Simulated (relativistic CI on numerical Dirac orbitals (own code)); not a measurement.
# Pd XXIII: q coefficients and field-shift factors

These numbers are calculated, not measured: Dirac-Coulomb-Breit CI, orbitals from a KLI potential per configuration, derivatives by finite differences, unscaled Slater integrals, QED left out (own radial code, finite nucleus).

Configurations in the expansion (outside the closed core [Ne]): 3s2 3p6 3d6, 3s2 3p5 3d7, 3s2 3p4 3d8, 3s 3p6 3d7, 3p6 3d8, 3s 3p5 3d8, 3s2 3p6 3d5 4s, 3s2 3p6 3d5 4p. Levels of other configurations are missing.

With x = (α/α₀)² − 1 an excitation energy changes as ω = ω₀ + qx; K = 2q/ω₀ is the relative enhancement. Terms are leading LS components, so labels can repeat. The field-shift factor is F = δν/δ⟨r²⟩ for the transition from the lowest level.

Lowest level 3s2 3p6 3d6 5D_4.

```
           Level  ω₀ (cm⁻¹)  q (cm⁻¹)  F (GHz/fm²)
3s2 3p6 3d6 5D_2    26879.4      9221       0.0509
3s2 3p6 3d6 5D_3    28819.8     36460        0.245
3s2 3p6 3d6 5D_1    42691.1     42110        0.282
3s2 3p6 3d6 5D_0    43921.1     36020        0.251
3s2 3p6 3d6 3H_4    77236.4      4204        0.125
3s2 3p6 3d6 3P_2    94015.5     50560        0.314
3s2 3p6 3d6 3H_6    96270.0     22970        0.288
3s2 3p6 3d6 3H_5    96676.7     21130        0.264
3s2 3p6 3d6 3F_3   110913.2     33450          0.3
3s2 3p6 3d6 3F_2   113899.7     30720        0.231
3s2 3p6 3d6 3H_4   129156.6     62730        0.515
3s2 3p6 3d6 1S_0   129981.7     47810        0.416
3s2 3p6 3d6 3G_5   145031.5     68290        0.591
```

At this charge energies of transitions that change n are usually good to better than 1 %, and those within a shell (Δn = 0) to a few per cent. Terms inside the open d or f shell come out 10 to 20 % too wide with unscaled integrals.

(1) Which transition from the lowest level has the largest |K|?

Results:

(1) 3s2 3p6 3d6 5D_3 at 28819.8 cm⁻¹, K = 2.53.
